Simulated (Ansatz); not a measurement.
Consider the atomization: `CC(=S)[SeH]` → 2 C• + 4 H• + S• + Se•.

Computed with Ansatz on PBE0-D4/def2-TZVP structures; ΔE is electronic, products minus reactants. CCSD(T)/CBS adds triple-zeta CCSD(T) − MP2 to the extrapolated MP2 energy (def2 sets, frozen cores). This one scheme is used for every species, atoms too. Functionals use def2-TZVPP. B3LYP here is the variant with VWN-RPA as its local correlation; programs differ in this. Open shells (•) are unrestricted, without spin–orbit coupling. Spin–orbit coupling would lower the free atoms: a little for C, S; clearly for Se. Bonds to Se are less sure, by a few kJ/mol each and by 10 to 20 or more in all where they break to atoms, as the def2 sets lack core-valence functions. Scalar relativity is left out up to krypton. One conformer a species, not always the lowest.

`CC(=S)[SeH]`:

Cartesian coordinates in Å:
```
C -0.139 -0.018 0.846
C -0.343 -0.452 -0.568
S -1.367 -1.612 -1.036
Se 0.688 0.441 -1.881
H 0.906 -0.153 1.138
H -0.372 1.046 0.954
H -0.778 -0.598 1.510
H 1.405 1.345 -0.963
```

| level | ΔE (eV) | difference from CCSD(T)/CBS |
| --- | --- | --- |
| r2SCAN-D4 | 29.45 | 0.24 |
| PBE0-D4 | 29.45 | 0.24 |
| ωB97X-V | 29.19 | -0.02 |
| ωB97M-V | 29.19 | -0.02 |
| B2PLYP | 28.83 | -0.38 |
| PBE | 29.99 | 0.78 |
| r2SCAN | 29.40 | 0.19 |
| PBE0 | 29.27 | 0.06 |
| B3LYP | 28.84 | -0.37 |
| MP2/def2-TZVPP | 28.93 | -0.28 |
| CCSD/def2-TZVPP | 27.72 | -1.49 |
| HF/def2-QZVPP | 20.20 | -9.01 |
| SCS-MP2/def2-QZVPP | 29.19 | -0.02 |
| HF/CBS(def2) | 20.20 | -9.01 |
| MP2/CBS(def2) | 29.78 | 0.57 |
| CCSD/CBS(def2) | 28.56 | -0.65 |
| CCSD(T)/CBS | 29.21 | 0 |

Largest T1 diagnostic among the species: 0.014.

The D4 term adds +0.34 eV with B3LYP and +0.18 eV with PBE0; it sums over pairs of atoms, weighted by their polarisabilities, and B3LYP, whose exchange is more repulsive, gets the larger term. From PBE to PBE0 (25 % exact exchange), in def2-TZVPP and without D4, ΔE moves by −0.72 eV: exact exchange takes away binding that semilocal exchange gives to molecules.

For atomizations the MP2-based limit and the directly extrapolated one differ by several kJ/mol either way, and by 10 to 25 for some Ge, Se and Sn compounds, so smaller differences from it don't rank the levels.
